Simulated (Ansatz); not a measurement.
Geometry optimisation, UKS PBE-D4/STO-3G (Ansatz 0.2.0).

Input file:

```yaml
crystal:
  periodic: [false, false, false]
  atoms:
    - { symbol: "N", position_ang: [-1.2567, 1.0863, 1.2137] }
    - { symbol: C, position_ang: [-0.3881, 0.3129, 0.5441] }
    - { symbol: C, position_ang: [-0.5999, -1.0187, 0.5073] }
    - { symbol: Si, position_ang: [0.5033, -2.3624, -0.2256] }
    - { symbol: Si, position_ang: [1.1087, 1.2263, -0.297] }
    - { symbol: S, position_ang: [0.2704, 3.0581, -1.0979] }
    - { symbol: H, position_ang: [-1.3366, 2.0849, 0.8372] }
    - { symbol: H, position_ang: [-2.1841, 0.7295, 1.3265] }
    - { symbol: H, position_ang: [-1.429, -1.4178, 1.0706] }
    - { symbol: H, position_ang: [0.3338, -2.3012, -1.6769] }
    - { symbol: H, position_ang: [1.8419, -2.2258, 0.1939] }
    - { symbol: H, position_ang: [-0.0639, -3.6776, 0.2574] }
    - { symbol: H, position_ang: [2.0891, 1.5947, 0.7169] }
    - { symbol: H, position_ang: [1.6371, 0.4455, -1.3815] }
    - { symbol: H, position_ang: [-0.548, 2.4146, -1.9593] }
magnetization:
  spin_polarized: true
basis:
  gaussian: { orbitals: STO-3G }
hamiltonian:
  xc: pbe
  dispersion: d4
relax:
  f_tol: 0.02
  max_steps: 50
```

Launched with:

```bash
$ ansatz run input.yaml --threads 1 --pin off --max-ram 2048MiB --backend cpu --events-out ev --progress --plain --runs-dir out
```

Question: Where does it end, and by what steps?

Answer: It converged. The force dipped under the threshold on the way, but the program's further checks kept it going. Limits of this set-up: minimal basis. After 22 steps the energy has fallen by 0.678 eV; H12 moved furthest, 0.60 Å.

```tsv
step	energy less start (eV)	largest force component (eV/Å)	accepted
0	0.0000	5.506	yes
1	-0.5172	0.866	yes
2	-0.5570	0.654	yes
3	-0.6294	0.421	yes
4	-0.6519	0.221	yes
5	-0.6631	0.180	yes
6	-0.6654	0.093	yes
7	-0.6681	0.117	yes
8	-0.6717	0.050	yes
9	-0.6731	0.089	yes
10	-0.6740	0.046	yes
11	-0.6749	0.018	yes
12	-0.6755	0.034	yes
13	-0.6757	0.070	yes
14	-0.6761	0.070	yes
15	-0.6766	0.039	yes
16	-0.6772	0.023	yes
17	-0.6774	0.063	yes
18	-0.6776	0.036	yes
19	-0.6778	0.008	yes
20	-0.6780	0.014	yes
21	-0.6779	0.069	no
22	-0.6782	0.019	yes
```

```xyz
15
Properties=species:S:1:pos:R:3
N -1.317 1.188 1.127
C -0.448 0.233 0.487
C -0.652 -1.116 0.506
Si 0.505 -2.397 -0.167
Si 1.021 1.140 -0.287
S 0.266 3.125 -0.629
H -1.206 2.134 0.625
H -2.327 0.878 1.147
H -1.581 -1.476 0.982
H 0.195 -2.740 -1.552
H 1.881 -1.920 -0.133
H 0.415 -3.620 0.619
H 2.158 1.246 0.618
H 1.447 0.513 -1.533
H -0.380 2.762 -1.780
```

Run time: 2 min on 1 thread of Arm Neoverse V2, on a shared host, peak memory 0.19 GiB.
